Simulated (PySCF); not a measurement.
## Electron correlation in Rh⁺ (rhodium, charge +1)

[Kr] 4d8, high-spin 3F determinant. Computed with PySCF 2.14 in x2c-QZVPPall, with the spin-free X2C one-electron Hamiltonian (Gaussian nucleus). Frozen: [Ar] 3d10; 16 electrons correlated.

MP2 pair energies summed by pair of shells (mhartree):

```tsv
pair	energy	share (%)
4d-4d	-226.42	41.5
4p-4d	-188.15	34.5
4p-4p	-60.48	11.1
4s-4d	-34.07	6.2
4s-4p	-30.87	5.7
4s-4s	-5.09	0.9
```

Total MP2 correlation energy: -545.08 mhartree.

Same-spin part -169.40 and opposite-spin part -375.67 mhartree; SCS-MP2 scales them by 1/3 and 6/5 to -507.28 mhartree.

This basis was not built for core-valence correlation, so the inner-shell part is incomplete.
